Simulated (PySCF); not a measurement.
**Si³⁺ (silicon, charge +3) across methods**

[Ne] 3s1, 2S determinant. Calculation: PySCF 2.14, in aug-cc-pwCVTZ (8s7p5d3f, 75 functions); the non-relativistic Hamiltonian (point nucleus).

```json
{"method": "PBE", "E (hartree)": "-287.1003", "mean ε 2p α (eV)": "-132.11", "mean ε 2p β (eV)": "-131.78", "mean ε 3s α (eV)": "-40.307", "Σ⟨r²⟩ (bohr²)": "6.835", "⟨S²⟩": "0.750"}
{"method": "r2SCAN", "E (hartree)": "-287.2280", "mean ε 2p α (eV)": "-134.11", "mean ε 2p β (eV)": "-133.83", "mean ε 3s α (eV)": "-40.525", "Σ⟨r²⟩ (bohr²)": "6.850", "⟨S²⟩": "0.750"}
{"method": "UHF", "E (hartree)": "-286.81998", "mean ε 2p α (eV)": "-152.23", "mean ε 2p β (eV)": "-151.83", "mean ε 3s α (eV)": "-44.670", "Σ⟨r²⟩ (bohr²)": "6.892", "⟨S²⟩": "0.750"}
{"method": "PBE0", "E (hartree)": "-287.1291", "mean ε 2p α (eV)": "-137.46", "mean ε 2p β (eV)": "-137.12", "mean ε 3s α (eV)": "-41.517", "Σ⟨r²⟩ (bohr²)": "6.838", "⟨S²⟩": "0.750"}
{"method": "BLYP", "E (hartree)": "-287.2683", "mean ε 2p α (eV)": "-132.09", "mean ε 2p β (eV)": "-131.82", "mean ε 3s α (eV)": "-40.345", "Σ⟨r²⟩ (bohr²)": "6.805", "⟨S²⟩": "0.750"}
{"method": "M06", "E (hartree)": "-287.2449", "mean ε 2p α (eV)": "-137.98", "mean ε 2p β (eV)": "-137.75", "mean ε 3s α (eV)": "-41.364", "Σ⟨r²⟩ (bohr²)": "6.780", "⟨S²⟩": "0.750"}
{"method": "B3LYP", "E (hartree)": "-287.2670", "mean ε 2p α (eV)": "-136.56", "mean ε 2p β (eV)": "-136.27", "mean ε 3s α (eV)": "-41.453", "Σ⟨r²⟩ (bohr²)": "6.810", "⟨S²⟩": "0.750"}
{"method": "LDA", "E (hartree)": "-286.0841", "mean ε 2p α (eV)": "-132.17", "mean ε 2p β (eV)": "-131.87", "mean ε 3s α (eV)": "-40.424", "Σ⟨r²⟩ (bohr²)": "6.824", "⟨S²⟩": "0.750"}
{"method": "TPSSh", "E (hartree)": "-287.2638", "mean ε 2p α (eV)": "-134.69", "mean ε 2p β (eV)": "-134.38", "mean ε 3s α (eV)": "-40.739", "Σ⟨r²⟩ (bohr²)": "6.843", "⟨S²⟩": "0.750"}
```
